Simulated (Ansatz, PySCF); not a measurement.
This PySCF input computes a r2SCAN/def2-TZVPD energy:

```python
from pyscf import gto, scf, dft

mol = gto.M(
    atom='''
    O     1.26266590   -0.56782754    0.24651039
    S    -0.15905165   -0.06174957    0.42039352
    F    -0.92039015   -0.69724690   -0.75349422
    F    -0.11117853    1.36670338   -0.14417350
    H     1.72761739   -0.49449504   -0.61936988
    ''',
    basis='def2-tzvpd',
    charge=1,
    spin=0,
    verbose=4,
)

mf = dft.RKS(mol, xc='r2scan').density_fit(auxbasis='def2-universal-jkfit')
mf.grids.level = 4
mf.conv_tol = 1e-9
mf.max_cycle = 100
mf.max_memory = 1500
mf.kernel()
if not mf.converged:
    mf = mf.newton()
    mf.kernel(mf.make_rdm1())
mf.analyze()
```

Q: Write an input for the same energy in Ansatz (an electronic-structure program) and say what it gives.

A: 
Ansatz 0.2 input:
```yaml
crystal:
  periodic: [false, false, false]
  atoms:
    - {symbol: O, position_ang: [1.26266590, -0.56782754, 0.24651039]}
    - {symbol: S, position_ang: [-0.15905165, -0.06174957, 0.42039352]}
    - {symbol: F, position_ang: [-0.92039015, -0.69724690, -0.75349422]}
    - {symbol: F, position_ang: [-0.11117853, 1.36670338, -0.14417350]}
    - {symbol: H, position_ang: [1.72761739, -0.49449504, -0.61936988]}
basis:
  gaussian:
    orbitals: def2-TZVPD
hamiltonian:
  xc: {name: r2SCAN}
total_charge: 1
output: {forces: true}
```
It gives -673.35373 Eh, and PySCF -673.35383 Eh, a difference of 0.10 mEh, from the treatment of integrals and grids.

It need not be the lowest isomer of its formula.
